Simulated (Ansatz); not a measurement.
`[SiH3][O][InH][Br]` + `CNC` → `C[N](C)[InH][Br]` + `O[SiH3]` at 400 K and 1 bar (ligand exchange at the In–O bond).

Computed with Ansatz on PBE0-D4/def2-TZVP structures; ΔE is electronic, products minus reactants. CCSD(T)/CBS adds triple-zeta CCSD(T) − MP2 to the extrapolated MP2 energy (def2 sets, frozen cores). def2 core potentials past Kr. For Br, In outer-core shells are correlated without core-valence functions, which leaves a few kJ/mol of doubt a bond. Scalar relativity is left out up to krypton. One conformer a species, not always the lowest.

```csv
species,CCSD(T)/CBS energy (Eh),H − E (kJ/mol),S (J/(mol·K))
`[SiH3][O][InH][Br]`,-3129.89321,128.1,425.6
`CNC`,-135.00321,264.6,293.2
`C[N](C)[InH][Br]`,-2898.19389,269.6,432.2
`O[SiH3]`,-366.69042,120.0,276.4
```

H − E and S are ideal-gas, rigid-rotor, harmonic terms from PBE0-D4/def2-TZVP, for one conformer and one mirror image of each species. 1 Eh = 2625.50 kJ/mol, R = 8.31446 J/(mol·K).

Question: By hand: ΔE, ΔH, ΔS and ΔG.

Answer: ΔE = (-2898.19389) + (-366.69042) − (-3129.89321) − (-135.00321) = 0.01211 Eh = 31.8 kJ/mol. Δ(H − E) = 269.6 + 120.0 − 128.1 − 264.6 = -3.1, so ΔH = 28.7 kJ/mol. ΔS = 432.2 + 276.4 − 425.6 − 293.2 = -10.2 J/(mol·K). ΔG = 28.7 − 400 × (-10.2)/1000 = 32.8 kJ/mol.

Question: By hand: the equilibrium constant, and the temperature at which ΔG would vanish if ΔH and ΔS stayed fixed.

Answer: log₁₀ K = −ΔG/(RT ln 10) = -4.3. ΔH and −TΔS have one sign here, so there is no such temperature.

The number of gas molecules stays the same, so ΔS is small and ΔH decides. A doubt of 5 kJ/mol in ΔE shifts log₁₀ K by 0.7 here. Other conformers and mirror images would add mixing entropy, several J/(mol·K) or more a flexible species. Modes under 60 cm⁻¹, often nearly free rotors, make the harmonic entropy too high. These are equilibria of isolated gas molecules and say nothing of rates. Largest T1 diagnostic: 0.014 (customary marks: 0.02 for closed shells, 0.045 for open ones).

ΔS is within the doubt of such terms, so its sign, and with it that verdict, could turn.
